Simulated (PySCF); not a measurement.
Task: Give a PBE0-D3(BJ)/def2-SVP geometry of `C[NH2+][BH2-][SiH3]`.

Result: 
Z-matrix in Å and degrees, rows numbered from 1:
```
C 
N   1  1.4689
B   2  1.6225  1  115.77
Si  3  2.0263  2  110.68  1   -65.05
H   1  1.0971  2  108.45  3   -55.76
H   1  1.0996  2  111.64  3  -177.18
H   1  1.0977  2  108.89  3    61.53
H   2  1.0218  1  109.79  3   121.48
H   2  1.0226  1  109.89  3  -122.72
H   3  1.2245  2  105.52  1   176.25
H   3  1.2243  2  106.32  1    57.37
H   4  1.5144  3  112.29  2   -47.46
H   4  1.5091  3  116.18  2    71.62
H   4  1.5005  3  112.41  2  -166.55
```

Si4 (SiH3 silicon) is distorted tetrahedral (angles from 103.7° to 116.2°). B3 (four-coordinate boron) is distorted tetrahedral (angles from 105.5° to 112.5°). Of the pairs four or more bonds apart, Si4···H7 is among the closest relative to their van der Waals radii: 3.00 Å, 91 % of the sum of Bondi's values. N2 (nitrogen bonded to B, C and 2 H) is distorted tetrahedral (angles from 105.7° to 115.8°).

Theory: PySCF, PBE0-D3(BJ)/def2-SVP geometry optimisation, gas phase.

Point group: C1 (no symmetry element, even within 0.4 Å). No frequency check. The numbers are those of one conformer (C1–N2–B3–Si4 -65°).
